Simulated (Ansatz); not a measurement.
Calculated with Ansatz (gas phase, PBE0-D4/def2-TZVP geometries, no zero-point term in ΔE). CCSD(T)/CBS is the MP2 limit (def2-TZVPP, def2-QZVPP) plus CCSD(T) − MP2 in def2-TZVPP, frozen cores. This one scheme is used for every species. Functionals use def2-TZVPP. Each species was taken in one conformer, which may not be the lowest.

`C=C[CH2][Al]([F])[F]` + CH₃NH₂ → `C[NH][Al]([F])[F]` + `C=CC`  (ligand exchange at the Al–C bond)

`C=C[CH2][Al]([F])[F]`:

```xyz
11

C    -0.339   -1.461    0.026
C     0.608   -0.602   -0.387
C     1.031    0.624    0.351
Al   -0.774    1.224   -0.017
F    -1.206    1.853   -1.474
F    -1.921    1.167    1.162
H    -0.677   -2.268   -0.611
H    -0.766   -1.407    1.024
H     0.987   -0.714   -1.401
H     1.884    1.128   -0.092
H     1.174    0.457    1.419
```

CH₃NH₂:

Z-matrix (Å, degrees):
```
C
N 1 1.453
H 1 1.092 2 109.4
H 1 1.100 2 115.4 3 -121.6
H 1 1.092 2 109.4 3 116.8
H 2 1.012 1 110.6 3 62.6
H 2 1.012 1 110.6 3 -179.3
```

`C[NH][Al]([F])[F]`:

Z-matrix (Å, degrees):
```
C
N 1 1.450
H 1 1.092 2 110.0
H 1 1.096 2 112.1 3 -119.2
H 1 1.096 2 112.1 3 119.2
Al 2 1.747 1 127.9 3 -0.0
H 2 1.008 1 112.6 3 180.0
F 6 1.641 2 120.4 1 -0.0
F 6 1.641 2 120.8 1 180.0
```

`C=CC`:

Cartesian coordinates in Å:
```
C 0.094 1.051 0.898
C 0.490 -0.026 0.234
C -0.323 -0.755 -0.779
H -0.888 1.485 0.737
H 0.735 1.537 1.624
H 1.484 -0.425 0.430
H 0.184 -0.776 -1.748
H -0.474 -1.799 -0.483
H -1.302 -0.292 -0.914
```

```tsv
level	ΔE (kcal/mol)	difference from CCSD(T)/CBS
PBE-D4	-18.4	3.1
r2SCAN-D4	-19.3	2.2
CAM-B3LYP-D4	-23.0	-1.5
ωB97X-V	-20.8	0.7
r2SCAN0	-19.8	1.7
LC-ωPBE	-20.5	1.0
RPA@PBE/def2-TZVPP	-21.5	0.0
CCSD(T)/def2-SVP	-22.9	-1.4
CCSD(T)/def2-TZVPP	-21.8	-0.3
CCSD/CBS(def2)	-22.4	-0.9
CCSD(T)/CBS	-21.5	0
```

Largest T1 diagnostic among the species: 0.012.

In def2-TZVPP, CCSD(T) changes the Hartree–Fock value by +4.2 kcal/mol (the triples alone add +0.9 kcal/mol) and MP2 by +4.4 kcal/mol. At CCSD(T), def2-SVP lies −1.4 kcal/mol from the extrapolated value and def2-TZVPP −0.3 kcal/mol. Leaving LDA and LC-ωPBE aside and taking each functional with its dispersion term where it has one, the values, not all of them listed here, spread over 4.8 kcal/mol, from BHLYP-D4 to PBE-D4. LDA lies +1.3 kcal/mol from PBE without D4.
